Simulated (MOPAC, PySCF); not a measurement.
C3H10GeO4, SMILES `[O](C)[Ge]([O]C)([OH])[O]C`, neutral singlet in the gas phase. 

Cartesian coordinates (Å):
```xyz
18

C     -0.3535     2.4622     0.9255
O     -0.9745     1.3970     0.2459
Ge    -0.0329     0.1482    -0.5430
O      0.7358     0.6176    -2.0503
O      1.2450    -0.2738     0.5828
C      2.3077    -1.1115     0.1966
O     -1.1450    -1.1475    -0.9421
C     -2.0927    -1.6031    -0.0047
H      0.4425     2.1132     1.6050
H      0.0847     3.1945     0.2242
H     -1.1199     2.9791     1.5231
H      0.1556     0.4680    -2.8056
H      1.9907    -2.1672     0.1228
H      2.7422    -0.8128    -0.7729
H      3.0939    -1.0444     0.9641
H     -1.6193    -2.1804     0.8095
H     -2.6618    -0.7725     0.4462
H     -2.7985    -2.2665    -0.5273
```
Charge 0, multiplicity 1.

All levels are single points at this geometry (PBE0-D3(BJ)/def2-SVP); Pople sets use spherical d functions. Orbital energies aren't observables, and empty levels follow the basis.

B3LYP/3-21G in PySCF gives dipole (D) = 0.48.

**Question.** Estimate the dipole (D) from each of these levels: PBE-D3(BJ)/def2-TZVP in PySCF; PBE0-D3(BJ)/def2-TZVP in PySCF; ωB97X-D3(BJ)/def2-TZVP in PySCF; B3LYP/6-31G* in PySCF; BP86/6-31G* in PySCF; M06-2X/6-31G* in PySCF; PBE/6-31G* in PySCF; HF/6-31G* in PySCF; HF/STO-3G in PySCF; AM1 in MOPAC; PM3 in MOPAC; PM6 in MOPAC.

**Answer.** 
| level | dipole (D) |
|---|---|
| PBE-D3(BJ)/def2-TZVP in PySCF | 0.42 |
| PBE0-D3(BJ)/def2-TZVP in PySCF | 0.45 |
| ωB97X-D3(BJ)/def2-TZVP in PySCF | 0.46 |
| B3LYP/6-31G* in PySCF | 0.47 |
| BP86/6-31G* in PySCF | 0.44 |
| M06-2X/6-31G* in PySCF | 0.49 |
| PBE/6-31G* in PySCF | 0.44 |
| HF/6-31G* in PySCF | 0.54 |
| HF/STO-3G in PySCF | 0.38 |
| AM1 in MOPAC | 0.61 |
| PM3 in MOPAC | 0.35 |
| PM6 in MOPAC | 0.87 |
